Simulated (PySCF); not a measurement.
Bonds (- single, = double, # triple, : aromatic): C1#C2 1.201 Å, C2-Si3 1.843 Å, Si3-F4 1.620 Å, Si3-O5 1.601 Å, O5-C6 1.402 Å, Si3-O7 1.615 Å, O7-C8 1.402 Å. C1 carries H9; C6 carries H10, H11, H12; C8 carries H13, H14, H15.

How the numbers were obtained: GIAO PBE0/pcSseg-1 shieldings, geometry: GFN2-xTB, in PySCF 2.14.0 with density-fitted response routines (no solvent, one computed conformer, non-relativistic Hamiltonian, one averaged value for each set of equivalent atoms).

Referencing at the same level of theory: $^{13}$C (σ = 186.93 ppm), $^{1}$H (σ = 31.72 ppm), $^{29}$Si (σ = 349.16 ppm) against TMS; $^{19}$F (σ = 170.95 ppm) vs CFCl3; H2O for $^{17}$O (σ = 336.08 ppm).

```
                  atoms    nucleus  count  δ (ppm)
                     C2   $^{13}$C      1     83.8
                    Si3  $^{29}$Si      1    -85.4
                     H9    $^{1}$H      1     1.52
H10/H11/H12/H13/H14/H15    $^{1}$H      6     3.95
                     F4   $^{19}$F      1   -147.9
                     C1   $^{13}$C      1        ?
                  O5/O7   $^{17}$O      2        ?
                  C6/C8   $^{13}$C      2     53.0
```

Estimate the values marked ?.

## Answers


- C1: 97.0 ppm, terminal alkyne carbon; the triple bond shields along its axis, which puts it between sp3 and sp2 carbons
- O5/O7: 32.1 ppm, oxygen bonded to C, Si

Shifts are as computed. Against solution values, carbons near 30 ppm lie about +3 ppm off and those near 130 ppm about +5 ppm. Of 1313 compounds with measured shifts, 239 miss one by over three times the rms of a fit or turn the order of signals round; such compounds aren't used in these exercises. Unscaled 19F shifts against computed CFCl3 carry errors that often reach 10 to 50 ppm. Experimental scales use liquid or dissolved standards, which lie at an offset from isolated H2O (liquid H2O: subtract about 36 ppm).
